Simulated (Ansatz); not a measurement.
Relaxation of ClF₃H₃SiTi (9 atoms, charge 0, multiplicity 2), to a largest force component of 0.03 eV/Å in at most 50 steps.

These are results of UHF/def2-SVP (Ansatz 0.2.0), not measurements.

```xyz
9
Properties=species:S:1:pos:R:3
Ti 0.001 0.000 -0.543
Cl -0.005 0.002 3.024
F 1.780 0.000 -0.641
F -0.888 1.541 -0.639
F -0.888 -1.541 -0.637
Si -0.001 0.000 5.139
H -0.759 -1.182 5.584
H 1.403 -0.067 5.581
H -0.644 1.248 5.586
```

Question: Where does it end, and by what steps?

Answer: The forces met the threshold. The force dipped under the threshold on the way, but the program's further checks kept it going. After 32 steps the energy has fallen by 0.450 eV; F3 moved furthest, 2.50 Å. Joined: Ti1–Cl2 (3.57 → 2.64 Å).

| step | energy less start (eV) | largest force component (eV/Å) | accepted |
| --- | --- | --- | --- |
| 0 | 0.0000 | 0.338 | yes |
| 2 | -0.0068 | 0.094 | yes |
| 4 | -0.0218 | 0.052 | yes |
| 6 | -0.0244 | 0.009 | yes |
| 8 | -0.0245 | 0.008 | yes |
| 10 | -0.0267 | 0.201 | yes |
| 12 | -0.0345 | 0.257 | yes |
| 14 | -0.0717 | 0.275 | yes |
| 16 | -0.1097 | 0.294 | yes |
| 18 | -0.1470 | 0.213 | yes |
| 20 | -0.2057 | 0.461 | yes |
| 22 | -0.2704 | 0.345 | yes |
| 24 | -0.3184 | 0.284 | yes |
| 26 | -0.3738 | 0.604 | yes |
| 28 | -0.4159 | 0.535 | yes |
| 30 | -0.4490 | 0.103 | yes |
| 32 | -0.4500 | 0.013 | yes |

```xyz
9
Properties=species:S:1:pos:R:3
Ti -0.171 -0.150 0.533
Cl -1.367 0.623 2.760
F 1.180 -0.627 1.707
F 0.173 1.374 -0.332
F -1.134 -1.547 -0.025
Si 0.154 0.131 4.222
H 0.332 -1.320 4.200
H 1.330 0.946 3.922
H -0.496 0.571 5.467
```

Run time: 2.4 min on 4 threads of Arm Neoverse V1 (shared host), peak memory 0.66 GiB.
